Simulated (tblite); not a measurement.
Species: C6H11OP.
SMILES with atom numbers: `[CH2:1]=[CH:2][C@@H:3]1[C@@H:4]([CH3:5])[CH2:6][P@H:7]1=[O:8]` (hydrogens: H9, H10 on C1; H11 on C2; H12 on C3; H13 on C4; H14, H15, H16 on C5; H17, H18 on C6; H19 on P7)

Structure optimised with GFN2-xTB, isolated species.

Problem. What internal coordinates does the optimisation give?

Solution. 
```json
{"bond": "C1=C2", "length (Å)": "1.319"}
{"bond": "C2–C3", "length (Å)": "1.485"}
{"bond": "C3–C4", "length (Å)": "1.552"}
{"bond": "C4–C5", "length (Å)": "1.517"}
{"bond": "C4–C6", "length (Å)": "1.545"}
{"bond": "C6–P7", "length (Å)": "1.844"}
{"bond": "P7=O8", "length (Å)": "1.463"}
{"bond": "C3–P7", "length (Å)": "1.848"}
{"bond": "C1–H9", "length (Å)": "1.081"}
{"bond": "C1–H10", "length (Å)": "1.076"}
{"bond": "C2–H11", "length (Å)": "1.083"}
{"bond": "C3–H12", "length (Å)": "1.099"}
{"bond": "C4–H13", "length (Å)": "1.093"}
{"bond": "C5–H14, C5–H15, C5–H16", "length (Å)": "1.088"}
{"bond": "C6–H17", "length (Å)": "1.092"}
{"bond": "C6–H18", "length (Å)": "1.087"}
{"bond": "P7–H19", "length (Å)": "1.394"}
```

Bonds in one row agree within 0.01 Å and their mean is given. A selection of angles:
```json
{"angle": "C2–C1–H9", "degrees": "120.3"}
{"angle": "C2–C1–H10", "degrees": "122.8"}
{"angle": "H9–C1–H10", "degrees": "116.9"}
{"angle": "C1–C2–C3", "degrees": "122.5"}
{"angle": "C1–C2–H11", "degrees": "121.5"}
{"angle": "C3–C2–H11", "degrees": "116.0"}
{"angle": "C2–C3–C4", "degrees": "118.0"}
{"angle": "C2–C3–P7", "degrees": "120.2"}
{"angle": "C2–C3–H12", "degrees": "110.5"}
{"angle": "C4–C3–P7", "degrees": "89.4"}
{"angle": "C4–C3–H12", "degrees": "109.2"}
{"angle": "P7–C3–H12", "degrees": "107.6"}
{"angle": "C3–C4–C5", "degrees": "115.4"}
{"angle": "C3–C4–C6", "degrees": "97.0"}
{"angle": "C3–C4–H13", "degrees": "109.1"}
{"angle": "C5–C4–C6", "degrees": "115.3"}
{"angle": "C5–C4–H13", "degrees": "109.7"}
{"angle": "C6–C4–H13", "degrees": "109.7"}
{"angle": "C4–C5–H14", "degrees": "110.6"}
{"angle": "C4–C5–H15", "degrees": "110.4"}
{"angle": "H14–C5–H15", "degrees": "108.4"}
{"angle": "C4–C6–P7", "degrees": "89.8"}
{"angle": "C4–C6–H17", "degrees": "111.4"}
{"angle": "C4–C6–H18", "degrees": "116.1"}
{"angle": "P7–C6–H17", "degrees": "109.0"}
{"angle": "P7–C6–H18", "degrees": "120.1"}
{"angle": "H17–C6–H18", "degrees": "109.1"}
{"angle": "C6–P7–O8", "degrees": "122.7"}
{"angle": "C6–P7–H19", "degrees": "105.1"}
{"angle": "O8–P7–H19", "degrees": "115.0"}
{"angle": "C3–P7–C6", "degrees": "77.8"}
{"angle": "C3–P7–O8", "degrees": "123.6"}
{"angle": "C3–P7–H19", "degrees": "106.2"}
```

Dihedral angles: C1–C2–C3–C4 129° (anticlinal); C2–C3–C4–C5 94° (anticlinal); C3–C4–C6–P7 20° (synperiplanar); C4–C6–P7–O8 -139° (anticlinal); C2–C3–P7–C6 139° (anticlinal).

The 5 C–C bonds span 1.319 Å (C1=C2, drawn double) to 1.552 Å (C3–C4, drawn single), a spread of 0.233 Å. Of the pairs four or more bonds apart, P7···H9 is among the closest relative to their van der Waals radii: 2.76 Å, 92 % of the sum of Bondi's values. The 4-membered ring C3–C4–C6–P7 has internal angles of 77.8° to 97.0°; it is puckered, 0.13 Å rms from its mean plane, widest ring torsion 20°. P7 (phosphoryl phosphorus) has angles from 77.8° to 123.6°.

Point group: C1 (no symmetry element, even within 0.4 Å). Its GFN2-xTB frequencies are all real (lowest 77 cm⁻¹). One conformer, not necessarily the lowest.

All values are computed, not measured.
